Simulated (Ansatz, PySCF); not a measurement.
BOCl, SMILES O=BCl. Atoms are numbered in the order given.

```xyz
3

B      0.0000     0.0000    -0.6186
O      0.0000     0.0000    -1.8277
Cl     0.0000     0.0000     1.0612
```

Geometry: r2SCAN-D4/def2-TZVP.

Two levels are set side by side: PBE-D3(BJ)/def2-TZVP (Ansatz, a program for electronic structure) and r2SCAN-D4/def2-TZVP (Ansatz). Each level has its own optimised geometry; the coordinates shown are those of the second. Frequencies come from the Hessian of PySCF at each geometry. Differences are taken from unrounded values.

```json
[
 {"quantity": "mean bond length (Å)", "r2SCAN-D4": "1.444"},
 {"quantity": "bond B1–O2 (Å)", "r2SCAN-D4": "1.209"},
 {"quantity": "bond B1–Cl3 (Å)", "r2SCAN-D4": "1.680"},
 {"quantity": "highest harmonic wavenumber (cm⁻¹)", "r2SCAN-D4": "2008"},
 {"quantity": "mean harmonic wavenumber (cm⁻¹)", "r2SCAN-D4": "884"},
 {"quantity": "zero-point energy (kcal/mol)", "r2SCAN-D4": "5.06"}
]
```

Task: What does PBE-D3(BJ) give, and how far is it from r2SCAN-D4? (The exact figures need the calculation; the answer reports its results.)

Result: 
```json
[
 {"quantity": "mean bond length (Å)", "PBE-D3(BJ)": "1.453", "PBE-D3(BJ) minus r2SCAN-D4": "0.008"},
 {"quantity": "bond B1–O2 (Å)", "PBE-D3(BJ)": "1.218", "PBE-D3(BJ) minus r2SCAN-D4": "0.009"},
 {"quantity": "bond B1–Cl3 (Å)", "PBE-D3(BJ)": "1.688", "PBE-D3(BJ) minus r2SCAN-D4": "0.008"},
 {"quantity": "highest harmonic wavenumber (cm⁻¹)", "PBE-D3(BJ)": "1955", "PBE-D3(BJ) minus r2SCAN-D4": "-53"},
 {"quantity": "mean harmonic wavenumber (cm⁻¹)", "PBE-D3(BJ)": "859", "PBE-D3(BJ) minus r2SCAN-D4": "-25"},
 {"quantity": "zero-point energy (kcal/mol)", "PBE-D3(BJ)": "4.91", "PBE-D3(BJ) minus r2SCAN-D4": "-0.14"}
]
```
